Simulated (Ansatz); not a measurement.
Energy difference R1 + R2 → P1 + P2, each structure at its B3LYP-D3(BJ)/def2-TZVP stationary point, reached from a drawn start (curvature not checked).
R1: H5NO3Si (SMILES N[Si](O)(O)O), charge 0, multiplicity 1.
P1, H4O4Si (SMILES O[Si](O)(O)O) (charge 0, multiplicity 1):
```xyz
9

O      0.708     1.199    -0.858
Si     0.000     0.000     0.000
O     -1.042     0.723     1.033
O     -0.674    -1.015    -1.091
O      1.007    -0.906     0.916
H      0.909     2.014    -0.392
H     -1.335     0.211     1.791
H     -1.070    -0.621    -1.872
H      1.497    -1.604     0.473
```
P2: NH3 (SMILES N), charge 0, multiplicity 1.
R2, H2O (SMILES O) (charge 0, multiplicity 1):
```json
[
 {"atom": "O", "x (Å)": "0.0000", "y (Å)": "0.0000", "z (Å)": "0.3896"},
 {"atom": "H", "x (Å)": "0.0000", "y (Å)": "0.7650", "z (Å)": "-0.1948"},
 {"atom": "H", "x (Å)": "0.0000", "y (Å)": "-0.7650", "z (Å)": "-0.1948"}
]
```

P less R. No zero-point or thermal terms. One arrangement of each flexible species, with no search for the lowest.

The values were computed with Ansatz (a first-principles code). All values are computed, each at the level named.

Question: Predict the reaction energy from HF/aug-cc-pV(D+d)Z.

Answer: -52 kJ/mol

Question: Give the reaction energy at the level PBE/def2-TZVPPD.

Answer: -48 kJ/mol

Question: What is the computed reaction energy (wB97M-V/def2-TZVPPD)?

Answer: -50 kJ/mol
